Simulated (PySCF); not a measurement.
Relaxation of sextet IrSe2

Level of theory: UPBE in PySCF with Ir def2-SVP with ECP60, Se def2-SVP; scalar-relativistic core potentials, no spin–orbit coupling; density-fitted integrals. A (50,194) grid was used.

A hand-made bent start, of C2v symmetry, held to at least that symmetry:

```xyz
3
charge 0 multiplicity 6, angstrom
Ir    0.0000    0.0000   -0.5769
Se    1.8185    0.0000    0.6964
Se   -1.8185    0.0000    0.6964
```

Q: What does it relax to?

A: It was stopped by the time limit after 3 steps; the last geometry has Ir–Se 2.35 Å (×2). No frequency check is given, so it may be a saddle point. A symmetry-breaking gradient of 0.0018 Eh/bohr is left: the electronic state wants a lower symmetry.

Q: How much energy is released, and in how many steps?

A: 37.6 kJ/mol in 3 steps.

Other spin states or occupations of the open shell can lie lower. At this level a doublet minimum of C2v symmetry lies 144 kJ/mol below this structure. With an element this heavy the missing spin–orbit coupling can shift these numbers.

The relaxation took about 12 core-minutes on a shared host.
